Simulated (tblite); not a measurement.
Isomers of C7H13 (doublet state). Method: GFN2-xTB as coded in tblite; computed harmonic values from a numerical Hessian at the method's own geometry, unscaled. This tight-binding method is rough: wavenumbers can miss measured ones by several per cent, in bad cases by 10 to 20. One conformer each. Open shells enter through the occupations alone, without spin polarisation, and single modes of such species can be off by tens of per cent.

Electronic energies: GFN2-xTB at the same geometries; isomer energies are rough at this level and their order can be wrong.

```json
{"SMILES": "[H]/[C]=C\\C(C)(C)CC", "electronic energy, lowest = 0 (kJ/mol)": "161.3"}
{"SMILES": "[CH]1CCCCCC1", "electronic energy, lowest = 0 (kJ/mol)": "9.9"}
{"SMILES": "[CH2]CC1CCCC1", "electronic energy, lowest = 0 (kJ/mol)": "29.6"}
{"SMILES": "C=[C]C(C)(C)CC", "electronic energy, lowest = 0 (kJ/mol)": "146.3"}
{"SMILES": "C[C@@H]1CC[CH][C@@H]1C", "electronic energy, lowest = 0 (kJ/mol)": "0.0"}
{"SMILES": "C=C[C@@H](C)C[CH]C", "electronic energy, lowest = 0 (kJ/mol)": "122.4"}
{"SMILES": "C=[C][C@H](C)CCC", "electronic energy, lowest = 0 (kJ/mol)": "150.4"}
{"SMILES": "C[CH]C1CCCC1", "electronic energy, lowest = 0 (kJ/mol)": "5.4"}
```

Q: How do GFN2-xTB zero-point energies change the relative energies?

A: 
```
                SMILES  ZPE (kJ/mol)  of it from modes above 1550 cm⁻¹  electronic (kJ/mol)  with ZPE, lowest = 0 (kJ/mol)  lowest mode (cm⁻¹)  rings
C[C@@H]1CC[CH][C@@H]1C         472.2                             232.5                  0.0                            0.0                 110      1
          C[CH]C1CCCC1         472.1                             232.4                  5.4                            5.4                 10i      1
          [CH]1CCCCCC1         476.8                             230.1                  9.9                           14.5                  66      1
         [CH2]CC1CCCC1         472.0                             233.5                 29.6                           29.4                  22      1
    C=C[C@@H](C)C[CH]C         461.2                             244.5                122.4                          111.4                  37      0
        C=[C]C(C)(C)CC         461.5                             244.7                146.3                          135.6                  20      0
      C=[C][C@H](C)CCC         463.3                             243.1                150.4                          141.5                  48      0
   [H]/[C]=C\C(C)(C)CC         464.0                             246.0                161.3                          153.1                  67      0
```

The zero-point energies span 15.6 kJ/mol, from `C=C[C@@H](C)C[CH]C` to `[CH]1CCCCCC1`. Slightly imaginary modes are left out of the zero-point energy: `C[CH]C1CCCC1` 9.5i cm⁻¹. The order is unchanged.

Q: What do entropy and thermal enthalpy add at 298.15 K and 1 bar (rigid rotor, harmonic oscillator, one conformer each)?

A: 
```json
{"SMILES": "C[C@@H]1CC[CH][C@@H]1C", "point group": "C1", "symmetry number": "1", "S (J/(mol K))": "360.3", "H − H(0) (kJ/mol)": "23.29", "ZPE + H − H(0) − TS (kJ/mol)": "388.1"}
{"SMILES": "[CH]1CCCCCC1", "point group": "C1", "symmetry number": "1", "S (J/(mol K))": "353.1", "H − H(0) (kJ/mol)": "21.70", "ZPE + H − H(0) − TS (kJ/mol)": "393.2"}
{"SMILES": "C=C[C@@H](C)C[CH]C", "point group": "C1", "symmetry number": "1", "S (J/(mol K))": "414.9", "H − H(0) (kJ/mol)": "28.25", "ZPE + H − H(0) − TS (kJ/mol)": "365.8"}
{"SMILES": "C=[C][C@H](C)CCC", "point group": "C1", "symmetry number": "1", "S (J/(mol K))": "405.1", "H − H(0) (kJ/mol)": "27.79", "ZPE + H − H(0) − TS (kJ/mol)": "370.3"}
{"SMILES": "[H]/[C]=C\\C(C)(C)CC", "point group": "C1", "symmetry number": "1", "S (J/(mol K))": "388.4", "H − H(0) (kJ/mol)": "27.00", "ZPE + H − H(0) − TS (kJ/mol)": "375.2"}
```

S holds R ln(2S + 1) for the spin.

Not tabulated: `C[CH]C1CCCC1` (lowest mode only 10i cm⁻¹); `[CH2]CC1CCCC1` (lowest mode only 22 cm⁻¹); `C=[C]C(C)(C)CC` (lowest mode only 20 cm⁻¹).
